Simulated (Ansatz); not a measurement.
```xyz
26

C    -0.006   -0.071    2.796
C    -0.124    0.877    1.611
P     0.037    0.038    0.006
C     1.719   -0.648   -0.078
C     2.008   -1.361   -1.391
C    -0.091    1.312   -1.284
C    -1.449    1.999   -1.313
Ga   -1.621   -1.663   -0.269
Cl   -0.726   -3.425    0.640
Cl   -1.884   -1.802   -2.424
Cl   -3.353   -0.886    0.797
H     0.980   -0.537    2.849
H    -0.164    0.476    3.727
H    -0.753   -0.865    2.744
H    -1.111    1.347    1.605
H     0.623    1.677    1.657
H     1.796   -1.352    0.755
H     2.431    0.163    0.107
H     1.296   -2.170   -1.567
H     1.965   -0.681   -2.244
H     3.008   -1.797   -1.365
H     0.723    2.031   -1.139
H     0.088    0.797   -2.232
H    -1.486    2.713   -2.138
H    -2.255    1.277   -1.460
H    -1.650    2.547   -0.391
```

The species carries charge 0 and has multiplicity 1.

(1) List the B3LYP/def2-TZVPP orbital energies in eV (the Gaussian-basis code of Ansatz). (Estimate.)

## Answers

(1) Ansatz gave: Occupied: -10138.30, -2761.52, -2761.52, -2761.52, -2098.30, -1249.96, -1107.17, -1107.15, -1107.15, -277.97, -277.97, -277.97, -277.32, -277.32, -277.32, -256.26, -256.26, -256.26, -195.27, -195.27, -195.27, -195.16, -195.16, -195.16, -195.15, -195.15, -195.15, -179.56, -150.12, -129.51, -129.51, -129.45, -103.41, -103.39, -103.39, -23.50, -23.50, -23.43, -23.19, -23.19, -22.93, -21.66, -21.66, -21.50, -20.90, -20.90, -19.06, -17.80, -17.80, -15.70, -13.55, -13.35, -13.35, -12.87, -12.87, -12.20, -11.54, -11.20, -11.20, -11.16, -10.86, -10.49, -10.49, -9.70, -9.70, -9.54, -9.54, -9.31, -8.31, -8.30, -8.10, -8.10, -7.89, -7.62. Lowest empty: -0.27, -0.12, -0.12, 0.15, 0.92, 0.92, 1.25, 1.57.

B3LYP here is the variant with VWN-RPA as its local correlation; programs differ in this.
